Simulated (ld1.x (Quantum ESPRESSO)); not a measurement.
**chlorine, TM: configuration errors across variants**

| Item | Value |
| --- | --- |
| Element | chlorine |
| Generator | ld1.x (Quantum ESPRESSO) 7.5 |
| Type | norm-conserving Troullier–Martins (Kleinman–Bylander form) |
| Functional | LDA (PZ) |
| Relativity | non-relativistic |
| Frozen core | [Ne] |
| Valence charge | 7 |
| Reference configuration | 3s2 3p5 |
| Partial waves | 3s (bound): rc 1.35 bohr; 3d channel at 0.45 Ry: rc 1.05 bohr; 3p (bound): rc 1.20 bohr |
| Local potential | the p channel |
| Core correction | none |

All-electron excitation energies from the reference (eV): (1) 3s2 3p4 13.987; (2) 3s2 3p3 39.527; (3) 3s2 3p2 77.928; (4) 3s1 3p5 26.387; (5) 3s2 3p4.5 5.642; (6) 3s2 3p1 130.296; (7) 3s2 3p5.3 -2.177; (8) 3s2 3p5 spin -0.186; (9) 3s2 3p4 spin 13.107.

Spin tests fill each open shell by Hund’s rule, majority spin first.

4 further variants failed, have other tests or another functional or relativity, and are left out.

Errors AE − PS in meV (a dash: test not solved or not reliable):

```tsv
change	(1)	(2)	(3)	(4)	(5)	(6)	(7)	(8)	(9)	bound ghosts
base	+5.3	+35	+122	+12	+1.0	+321	+0.2	+17	+95	none
wave 3p (bound): rc 1.20 bohr becomes 3p (bound): rc 1.74 bohr	+5.2	+35	+120	+12	+1.0	+315	+0.2	+17	+95	none
wave 3d channel at 0.45 Ry: rc 1.05 bohr becomes 3d channel at 0.45 Ry: rc 0.90 bohr	+5.3	+35	+122	+12	+1.0	+321	+0.2	+17	+95	none
local potential the s channel	+5.4	+35	+122	+12	+1.0	+321	+0.2	+17	+95	none
core correction a·sin(br)/r model core inside 0.96 bohr	+4.4	+28	+92	+8.2	+0.8	+225	+0.2	+5.2	+31	none
all radii scaled by about 1.07 (s 1.44, p 1.28, d 1.12 bohr)	+5.3	+36	+125	+9.6	+1.0	+334	+0.2	+17	+95	none
wave 3d channel at 0.45 Ry: rc 1.05 bohr becomes 3d channel at 4.76 Ry: rc 1.05 bohr	+5.3	+35	+122	+12	+1.0	+321	+0.2	+17	+95	none
```

Give the same row for: wave 3s (bound): rc 1.35 bohr becomes 3s (bound): rc 1.40 bohr.

+5.4, +36, +124, +11, +1.0, +327, +0.2, +17, +95; bound ghosts: none.
